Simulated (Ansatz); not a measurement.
`F[Si]Br` + silanol → `[SiH3]O[Si]Br` + H–F at 500 K and 1 bar (ligand exchange at the Si–F bond).

Gas-phase electronic energies from Ansatz, PBE0-D4/def2-TZVP geometries. CCSD(T)/CBS is the MP2 limit (def2-TZVPP, def2-QZVPP) plus CCSD(T) − MP2 in def2-TZVPP, frozen cores. This one scheme is used for every species. For Br outer-core shells are correlated without core-valence functions, which leaves a few kJ/mol of doubt a bond. Scalar relativity is left out up to krypton. One conformer a species, not always the lowest.

```csv
species,CCSD(T)/CBS energy (Eh),H − E (kJ/mol),S (J/(mol·K))
`F[Si]Br`,-2962.26094,31.7,314.0
`O[SiH3]`,-366.69042,127.5,292.9
`[SiH3]O[Si]Br`,-3228.55316,121.4,404.8
H–F,-100.39570,39.4,188.7
```

H − E and S are ideal-gas, rigid-rotor, harmonic terms from PBE0-D4/def2-TZVP, for one conformer and one mirror image of each species. 1 Eh = 2625.50 kJ/mol, R = 8.31446 J/(mol·K).

**Question.** By hand: ΔE, ΔH, ΔS and ΔG.

**Answer.** ΔE = (-3228.55316) + (-100.39570) − (-2962.26094) − (-366.69042) = 0.00250 Eh = 6.6 kJ/mol. Δ(H − E) = 121.4 + 39.4 − 31.7 − 127.5 = 1.6, so ΔH = 8.2 kJ/mol. ΔS = 404.8 + 188.7 − 314.0 − 292.9 = -13.4 J/(mol·K). ΔG = 8.2 − 500 × (-13.4)/1000 = 14.9 kJ/mol.

**Question.** By hand: the equilibrium constant, and the temperature at which ΔG would vanish if ΔH and ΔS stayed fixed.

**Answer.** log₁₀ K = −ΔG/(RT ln 10) = -1.6. ΔH and −TΔS have one sign here, so there is no such temperature.

TΔS isn't small against ΔH here. A doubt of 5 kJ/mol in ΔE shifts log₁₀ K by 0.5 here. Other conformers and mirror images would add mixing entropy, several J/(mol·K) or more a flexible species. These are equilibria of isolated gas molecules and say nothing of rates. Largest T1 diagnostic: 0.012 (customary marks: 0.02 for closed shells, 0.045 for open ones).
